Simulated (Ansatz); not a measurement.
Reaction (formal exchange of groups at a B–C bond): `OBCCCl` + `FCOCCCl` → `OBOCF` + `ClCCCCCl`

Computed with Ansatz on PBE0-D4/def2-TZVP structures; ΔE is electronic, products minus reactants. CBS: MP2 limit from def2 TZ/QZ plus the TZ coupled-cluster correction, frozen cores. DFT in def2-TZVPP. One conformer a species, not always the lowest.

`OBCCCl`:

Z-matrix (Å, degrees):
```
C
B 1 1.570
C 1 1.511 2 113.5
H 1 1.102 2 107.0 3 -118.6
H 1 1.094 2 111.3 3 125.7
O 2 1.352 1 118.8 3 -147.5
H 2 1.205 1 121.3 3 34.9
Cl 3 1.794 1 110.7 2 61.0
H 3 1.090 1 111.8 2 -56.8
H 3 1.089 1 113.0 2 179.7
H 6 0.960 2 113.4 1 -178.1
```

`FCOCCCl`:

Cartesian coordinates in Å:
```
F 2.585 -0.037 -0.265
C 1.600 -0.949 0.067
O 0.399 -0.597 -0.475
C -0.189 0.552 0.096
C -1.641 0.601 -0.287
Cl -2.583 -0.694 0.492
H 1.881 -1.915 -0.356
H 1.562 -0.979 1.164
H -0.081 0.532 1.188
H 0.304 1.456 -0.282
H -1.758 0.481 -1.363
H -2.078 1.550 0.022
```

`OBOCF`:

```xyz
9

O    -0.196    2.272    0.209
B     0.176    1.044   -0.205
O    -0.236   -0.055    0.503
C     0.048   -1.328    0.051
F    -0.987   -1.778   -0.724
H    -0.765    2.247    0.985
H     0.874    0.934   -1.170
H     0.132   -1.992    0.914
H     0.954   -1.345   -0.564
```

`ClCCCCCl`:

Cartesian coordinates in Å:
```
Cl 0.835 -2.632 0.908
C 1.425 -1.312 -0.148
C 0.745 0.003 0.145
C -0.745 -0.003 -0.145
C -1.425 1.312 0.148
Cl -0.835 2.632 -0.908
H 1.246 -1.638 -1.173
H 2.499 -1.249 0.019
H 0.922 0.277 1.190
H 1.233 0.767 -0.470
H -0.922 -0.277 -1.190
H -1.233 -0.767 0.470
H -1.246 1.638 1.173
H -2.499 1.249 -0.019
```

```json
{"level": "PBE0-D4", "ΔE (eV)": "-1.68"}
{"level": "CCSD/def2-TZVPP", "ΔE (eV)": "-1.72"}
```

(1) What does CCSD(T)/CBS give? (An estimate is asked.)

Largest T1 diagnostic among the species: 0.013.

## Answers

(1) Ansatz gave: -1.73 eV. The listed levels differ from it by 0.05, 0.01 eV.

From PBE to PBE0 (25 % exact exchange), in def2-TZVPP and without D4, ΔE moves by −0.05 eV.
